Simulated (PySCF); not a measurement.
Level of theory: PBE-D3(BJ)/def2-TZVP // B3LYP-D3(BJ)/def2-SVP (PySCF). All species are isolated molecules in the gas phase. One relaxed conformer stands for a flexible species; it need not be the lowest. Excitations are Tamm–Dancoff values on a coarser integration grid. The basis has no diffuse functions, so Rydberg states are missing or too high.

Reference species (SMILES): `C[SiH2][GeH2][SiH2][GeH2][SiH2][GeH2][CH3]` (neutral, multiplicity 1).

* **HOMO–LUMO gap**: 4.59 eV
* **brightest of the four lowest singlets (TDA)**: 5.14 eV
* **S1–T1 gap (TDA)**: 0.77 eV

After one change: the HOMO–LUMO gap increases by 0.65 eV; the brightest of the four lowest singlets (TDA) rises by 0.65 eV; the S1–T1 gap (TDA) goes up by 0.07 eV.

Task: Which change was made? The new species is one of these.
A. `C[SiH2][GeH2][SiH2][GeH2][CH3]`
B. `C[SiH2][GeH2][SiH2][GeH2][SiH2][GeH2][SiH2][GeH2][CH3]`
C. `C[SiH2][GeH2][CH3]` (C–Si–Ge–C torsion 179°)

Result: A, `C[SiH2][GeH2][SiH2][GeH2][CH3]`
